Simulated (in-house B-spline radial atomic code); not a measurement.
A fraction x of an electron is removed from 3d in the rhodium ion Rh²⁺, starting from [Kr] 4d7 and keeping the highest spin. All numbers are computed (scalar-relativistic (X2C) CAM-B3LYP, spin-polarised, spherical fractional occupations; Fermi nucleus of rms radius 4.4945 fm) with a radial B-spline atomic code at the basis-set limit, not measured.

Caution: exact exchange at fractional occupations of open shells leaves self-interaction of up to several eV.

| x | E(x) - E(0) (eV) | 3d down level (eV) |
| --- | --- | --- |
| 0 | 0.0000 | -330.316 |
| 0.03 | 9.9241 | -331.288 |
| 0.15 | 49.9132 | -335.204 |
| 0.29 | 97.1644 | -339.823 |
| 0.49 | ? | ? |
| 0.5 | 169.2631 | -346.852 |
| 0.55 | 186.6479 | -348.542 |
| 0.63 | ? | ? |
| 0.87 | 299.9305 | -359.517 |
| 0.99 | 343.3230 | -363.698 |
| 1 | 346.9617 | -364.048 |

(1) What belongs in the row x = 0.49?

(2) What belongs in the row x = 0.63?

(3) Check Janak's theorem between x = 0.03 and 0.15.

Results:

(1) An energy change of 165.7962 eV; 3d down at -346.514 eV.

(2) An energy change of 214.6400 eV; 3d down at -351.262 eV.

(3) The slope of the energy is 333.24 eV; the orbital levels give 333.25 eV (-ε of the emptying orbital, averaged over the two points).
